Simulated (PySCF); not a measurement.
Several structures and their simulated spectra, in scrambled order.

A. `FC1CP(C(F)(F)F)C1`
B. `C=CCO[SiH2]C(=C)C`
C. SMILES C=C[C@@H]1[C@@H]([SiH3])[C@@H]1OC

Spectrum 1. 1H NMR (500 MHz, computed): δ 5.92 (m, 1H), 5.50 (m, 1H), 5.36 (m, 1H), 3.85 (d, 3H), 3.53 (s, 3H), 3.11 (m, 1H), 1.35 (m, 1H), -0.18 (m, 1H). 13C{1H} NMR (computed): δ 146.2 (CH), 119.9 (CH2), 69.1 (CH), 60.6 (CH3), 31.6 (CH), 9.3 (CH).

Spectrum 2. 1H NMR (500 MHz, computed): δ 5.91 (m, 1H), 2.82 (m, 2H), 2.66 (m, 2H). 13C{1H} NMR (computed): δ 144.4 (C), 92.8 (CH), 31.5 (CH2).

Spectrum 3. 1H NMR (500 MHz, computed): δ 6.35 (m, 1H), 6.22 (br s, 1H), 5.97 (br s, 1H), 5.54 (m, 1H), 5.47 (m, 1H), 4.98 (s, 2H), 4.60 (d, 2H), 1.88 (s, 3H). 13C{1H} NMR (computed): δ 147.5 (C), 147.3 (CH), 135.1 (CH2), 123.3 (CH2), 71.7 (CH2), 24.2 (CH3).

In vacuum, a single conformation, equivalent nuclei averaged, relativity neglected. GFN2-xTB geometry; σ from GIAO-PBE0/pcSseg-1; PySCF 2.14.

δ = σ(ref) − σ, references computed at the same level: TMS for 1H (σref 31.72), 13C (σref 186.93). Splittings of carbon signals by F and P are missing where no couplings were computed. Where no couplings were computed, multiplicities follow the n + 1 count of equivalent neighbours, and m marks all less simple cases (inequivalent or close neighbours, rings, F or P nearby). Shifts are as computed. Against solution values, carbons near 30 ppm lie about +3 ppm off and those near 130 ppm about +5 ppm. Of 1211 compounds with measured shifts, 218 miss one by over three times the rms of a fit or turn the order of signals round; such compounds aren't used in these exercises.

Problem. Which spectrum belongs to which compound?

Solution. 1–C, 2–A, 3–B.

- Spectrum 1 (C): 6 13C signals; δC 146.2 is an alkene CH; δC 119.9 is a terminal =CH2 carbon.
- Spectrum 2 (A): 3 13C signals; δC 144.4 is a CF3 carbon; δC 92.8 is an sp3 CH bonded to F.
- Spectrum 3 (B): 6 13C signals; δC 147.5 is a fully substituted alkene carbon; δC 147.3 is an alkene CH.
